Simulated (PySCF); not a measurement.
# Computed beside measured shifts

System: triphenylphosphine sulfide (C18H15PS), SMILES S=P(c1ccccc1)(c1ccccc1)c1ccccc1.

Atom-mapped SMILES (hydrogens are numbered by the atom that bears them): [S:1]=[P:2]([c:3]1[cH:4][cH:5][cH:6][cH:7][cH:8]1)([c:9]1[cH:10][cH:11][cH:12][cH:13][cH:14]1)[c:15]1[cH:16][cH:17][cH:18][cH:19][cH:20]1

Level of theory: GIAO KT3/pcSseg-2, gas phase, PySCF SCF with an in-house response code, fitting set def2-universal-JFIT, grid level 2, non-relativistic, on the PBE0-D3(BJ)/def2-SVP geometry.

One optimised conformer. Values are averaged over the atoms that symmetry or fast rotation interchanges, on this one geometry and without vibrational averaging. Shifts are the reference shielding less the shielding here, at the same level (13C, 1H against isolated TMS; 31P against isolated H3PO4; 33S against isolated CS2); nuclei without a reference have shieldings only.

(1) What shifts does this level give for C3/9/15, C4/8/10/14/16/20, C5/7/11/13/17/19, C6/12/18, P2, and how do they compare with measurement?

Answers

(1) 
```csv
atom,nucleus,computed / ppm,measured / ppm,computed less measured,measured against,medium of the measurement
C3/9/15,13C,134.3,133.1,1.2,TMS,solution
C4/8/10/14/16/20,13C,130.5,132.3,-1.8,TMS,solution
C5/7/11/13/17/19,13C,125.5,128.5,-3.0,TMS,solution
C6/12/18,13C,128.1,131.5,-3.4,TMS,solution
P2,31P,29.3,43,-13.7,85 % H3PO4,not stated
```

Computed 19F and 31P shifts carry an offset from the reference molecule (CFCl3 is hard for DFT, lone H3PO4 or PH3 isn't the 85 % acid), so differences between compounds are more accurate than the values.

Measured values: E. Pretsch, P. Bühlmann, M. Badertscher, Structure Determination of Organic Compounds, 4th ed., Springer 2009.
